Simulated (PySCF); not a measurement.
# J couplings in C₅H₇BO₂

Geometry (Å), atoms numbered from 1 in this order:
```xyz
15

C    -3.223    0.712    0.267
C    -2.080    0.351    0.070
C    -0.746   -0.114   -0.169
C    -0.630   -1.574   -0.503
C     0.291    0.756   -0.087
B     1.814    0.484   -0.306
O     2.315   -0.771   -0.485
O     2.714    1.516   -0.320
H    -4.232    1.034    0.446
H    -1.201   -1.792   -1.420
H     0.414   -1.873   -0.642
H    -1.083   -2.178    0.299
H     0.006    1.787    0.161
H     3.270   -0.741   -0.612
H     2.304    2.377   -0.203
```

Method: B3LYP/pcJ-1 (spin–dipole term only in couplings to heteroatoms)//PBE0-D3(BJ)/def2-SVP, PySCF; isolated molecule, single conformer, non-relativistic. Couplings are averaged over pairs made equivalent by symmetry, fast rotation or ring inversion, so a value needn't be that of the named pair in this geometry, while other rotamers aren't included; one pair stands for each set, and the list holds a selection of those of at least 1.5 Hz over up to four bonds, among pairs with at least one C or B or H atom (others weren't computed).

Isotopes: ¹³C, ¹H, ¹¹B, ¹⁷O. Couplings to quadrupolar nuclei such as 17O and 33S are rarely resolved in practice.

```csv
pair,bonds,J (Hz)
"C1, C2",1,196.1
"C1, H9",1,274.5
"C2, C3",1,?
"C3, C4",1,44.3
"C3, C5",1,?
"C4, H10",1,136.7
"C5, B6",1,90.8
"C5, H13",1,?
"B6, O7",1,-8.5
"O7, H14",1,-82.6
"C2, C4",2,?
"C3, B6",2,3.0
"C3, H10",2,-6.7
"C3, H13",2,?
"C4, C5",2,3.1
"C5, O7",2,-6.0
"B6, H13",2,?
"B6, H14",2,-3.7
"H10, H11",2,-16.3
"C1, C4",3,1.8
"C1, C5",3,2.7
"C2, B6",3,8.7
"C2, H10",3,?
"C4, H13",3,10.5
"C5, H10",3,?
"C5, H9",4,-3.0
```

Question: Estimate the withheld couplings, with signs.

Answer: 
- ¹J(C2,C3) = 89.3 Hz (bond length 1.433 Å)
- ¹J(C3,C5) = 69.5 Hz (bond length 1.356 Å)
- ¹J(C5,H13) = 143.2 Hz (bond length 1.098 Å, sp2 carbon)
- ²J(C2,C4) = 3.3 Hz (angle at C3 115°)
- ²J(C3,H13) = -6.5 Hz (angle at C5 115°)
- ²J(B6,H13) = 1.9 Hz (angle at C5 117°)
- ³J(C2,H10) = 6.4 Hz (mean over equivalent pairs that range from 3.8 to 11.4 Hz in this conformer)
- ³J(C5,H10) = 5.8 Hz (mean over equivalent pairs that range from 4.7 to 6.4 Hz in this conformer)
